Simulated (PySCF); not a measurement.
Delta-SCF ions had no search for a lower state. Excitations are Tamm–Dancoff values on a coarser integration grid. The basis has no diffuse functions, so Rydberg states are missing or too high.

Z-matrix (Å, degrees):
```
Al
S 1 2.1740
H 2 1.3449 1 92.53
S 1 2.1772 2 117.08 3 -179.09
H 4 1.3438 1 93.49 2 -178.87
S 1 2.1800 2 119.08 3 0.93
H 6 1.3439 1 93.87 2 -178.93
```
Charge 0, multiplicity 1.

Question: Give the HOMO–LUMO gap, S1 excitation (TDA), dipole moment, T1 excitation (TDA) and vertical ionisation energy (Delta-SCF) at the level PySCF with M06-2X/def2-TZVP // PBE0-D3(BJ)/def2-TZVP.

Answer: 
```json
{
 "HOMO–LUMO gap": "8.90 eV",
 "S1 excitation (TDA)": "5.77 eV",
 "dipole_moment": "0.323 e·Å",
 "T1 excitation (TDA)": "5.53 eV",
 "vertical ionisation energy (Delta-SCF)": "9.98 eV"
}
```
